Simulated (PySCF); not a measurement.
Computed shifts of a molecule C2H7FOSi, PySCF with B3LYP/pcSseg-1, GIAO, gas phase, atoms alike by connectivity averaged where their shifts nearly agree, in ppm (number of nuclei): ²⁹Si: -6.4 (1). ¹³C: 56.9 (1), 0.1 (1). ¹⁹F: -167.9 (1). ¹H: 5.07 (1), 4.11 (3), 0.52 (3). References: ²⁹Si against TMS (σ = 338.7 ppm); ¹³C against TMS (σ = 181.3 ppm); ¹⁹F against CFCl3 (σ = 161.7 ppm); ¹⁷O against H2O (σ = 333.8 ppm); ¹H against TMS (σ = 31.68 ppm), references at their B3LYP-D3(BJ)/def2-TZVP geometries, non-relativistic. Geometry optimised at B3LYP-D3(BJ)/def2-SVP. One conformer was computed; it need not be the lowest.

Problem. Which molecule gave these data?
A) C[Si@H](O)CF
B) CCO[SiH2]F
C) COC[SiH2]F
D) CO[SiH](C)F

Solution. D, CO[SiH](C)F
